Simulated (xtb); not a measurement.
CH6Ti, SMILES [CH3][TiH3], multiplicity 1. All values are semi-empirical tight-binding results from xtb (GFN2-xTB unless named), good for trends rather than for accurate numbers. Coordinates come from a GFN2-xTB optimisation. The spin state was assumed, not searched. The structure was generated by enumeration; whether it is a known compound was not checked.

For metal compounds this method's bond lengths and energies can be far off.

Computed properties:
```
Quantity                                       Value
-------------------------------------  -------------
point group as xtb finds it                      C3v
orbital gap                                  1.72 eV
zero-point energy                      30.2 kcal/mol
G − E(el) at 298.15 K (modified RRHO)  14.2 kcal/mol
```
